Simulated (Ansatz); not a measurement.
One change: `COB(C)O[SiH3]` becomes `COB(C)[SeH]`.

Ansatz, PBE0-D4/def2-TZVP geometries, multiplicity 1. Each molecule was computed in one conformer, which needn't be the lowest.

Scalar relativity is left out up to krypton.

```csv
property,`COB(C)O[SiH3]`
HOMO energy (PBE/def2-TZVPP) / eV,-6.99
HOMO energy (PBE0/def2-TZVPP) / eV,-8.48
LUMO energy (B3LYP/def2-TZVPP) / eV,-0.01
size of the dipole moment (PBE/def2-TZVPP) / D,0.65
HOMO–LUMO gap (PBE0/def2-TZVPP) / eV,8.70
HOMO–LUMO gap (PBE/def2-TZVPP) / eV,6.37
```

Q: Give the same properties after the change, and the shifts. (Estimate.)

A: Computed: 
```
                                      property  `COB(C)[SeH]`  shift
             HOMO energy (PBE/def2-TZVPP) / eV          -5.98   1.01
            HOMO energy (PBE0/def2-TZVPP) / eV          -7.12   1.36
           LUMO energy (B3LYP/def2-TZVPP) / eV           0.04   0.05
size of the dipole moment (PBE/def2-TZVPP) / D           0.49  -0.16
          HOMO–LUMO gap (PBE0/def2-TZVPP) / eV           7.38  -1.32
           HOMO–LUMO gap (PBE/def2-TZVPP) / eV           5.29  -1.08
```

Dipoles are sizes alone; their direction can turn.

B3LYP here is the variant with VWN-RPA as its local correlation; programs differ in this.

Spin–orbit coupling is left out; it splits and shifts lone-pair levels of the heavy atoms by tenths of an eV.
